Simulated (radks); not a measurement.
Initial-state core-level shifts of the chlorine ion Cl2+ when its valence configuration changes from [Ne] 3s2 3p3. Calculated with a radial shooting solver on a logarithmic mesh with Libxc functionals: scalar-relativistic Kohn-Sham, r2SCAN, spin-polarised, spherical densities, finite nucleus; open shells are filled with parallel spins first; meta-GGA in the generalised Kohn-Sham scheme; Fermi nuclear charge, rms radius 3.3654 fm. Shifts are changes of the shell-averaged eigenvalues in eV (positive: less bound); the change of the density at the nucleus, which sets a Mossbauer isomer shift, is in e/bohr^3, on a base of 3604.

\begin{tabular}{lrrrr}
valence & 1s & 2s & 2p & density at nucleus \\ \hline
3p5 & -3.228 & -3.072 & -3.081 & -29.6614 \\
3s1 3p4 & -1.401 & -1.358 & -1.356 & -14.4588 \\
3s1.5 3p3.5 & -0.687 & -0.669 & -0.667 & -7.3631 \\
3s0.5 3p4.5 & -2.386 & -2.274 & -2.280 & -22.0712 \\
\end{tabular}
